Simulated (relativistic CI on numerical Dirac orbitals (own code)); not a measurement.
## How well does a small relativistic CI reproduce Ar⁷⁺?

Method of calculation: Dirac-Coulomb-Breit CI, separate exchange-only KLI orbitals for each configuration, a model potential for QED, unscaled Slater integrals (own radial code, finite nucleus).

Configurations in the expansion (outside the closed core [Ne]): 3s, 3p, 3d, 4s, 4p, 4d, 4f, 5s, 5p, 5d, 5f, 5g, 6s, 6p, 6d. Levels of other configurations are missing.

| Configuration | Term (tabulated) | J | Measured (cm⁻¹) | Computed | Error | Purity (%) |
| --- | --- | --- | --- | --- | --- | --- |
| 3s | 2S | 1/2 | 0.0 | 0 | 0 | 100 |
| 3p | 2P° | 1/2 | 140095.0 | 140089 | -6 | 100 |
| 3p | 2P° | 3/2 | 142808.2 | 142765 | -43 | 100 |
| 3d | 2D | 3/2 | 332609.0 | 332624 | 15 | 100 |
| 3d | 2D | 5/2 | 332754.0 | 332739 | -15 | 100 |
| 4s | 2S | 1/2 | 575958.0 | 573190 | -2768 | 100 |
| 4p | 2P° | 1/2 | 628241.0 | 625556 | -2685 | 100 |
| 4p | 2P° | 3/2 | 629243.0 | 626543 | -2700 | 100 |
| 4d | 2D | 3/2 | 697532.0 | 694775 | -2757 | 100 |
| 4d | 2D | 5/2 | 697621.0 | 694830 | -2791 | 100 |
| 4f | 2F° | 5/2 | 716852.0 | 712879 | -3973 | 100 |
| 4f | 2F° | 7/2 | 716875.0 | 712908 | -3967 | 100 |
| 5s | 2S | 1/2 | 807306.0 | 803563 | -3743 | 100 |
| 5p | 2P° | 1/2 | 832261.0 | 828607 | -3654 | 100 |
| 5p | 2P° | 3/2 | 832749.0 | 829081 | -3668 | 100 |
| 5d | 2D | 3/2 | 865274.0 | 861582 | -3692 | 100 |
| 5d | 2D | 5/2 | 865278.0 | 861614 | -3664 | 100 |
| 5f | 2F° | 5/2 | 875329.0 | 871060 | -4269 | 100 |
| 5f | 2F° | 7/2 | 875349.0 | 871074 | -4275 | 100 |
| 5g | 2G | 7/2 | 876005.0 | 871492 | -4513 | 100 |
| 5g | 2G | 9/2 | 876019.0 | 871501 | -4518 | 100 |
| 6s | 2S | 1/2 | 923471.0 | 919338 | -4133 | 100 |
| 6p | 2P° | 3/2 | 937520.0 | 933468 | -4052 | 100 |
| 6d | 2D | 5/2 | 955618.0 | 951539 | -4079 | 100 |
| 6d | 2D | 3/2 | 955682.0 | 951519 | -4163 | 100 |

Measured levels from Saloman, J. Phys. Chem. Ref. Data 39, 033101 (2010); pairs were made by configuration, J and term (by order where the table uses no LS term), so strongly mixed levels may be paired wrongly.

Mean error by configuration (cm⁻¹): 3p -25; 3d 0; 4s -2768; 4p -2693; 4d -2774; 4f -3970; 5s -3743; 5p -3661; 5d -3678; 5f -4272; 5g -4516; 6s -4133; 6p -4052; 6d -4121. Over the excited levels the mean absolute error is 3089 cm⁻¹ (24 of the 24 excited levels that our extract of the source holds in range could be paired), and the median relative error of those above 1,000 cm⁻¹ is 0.43 %.
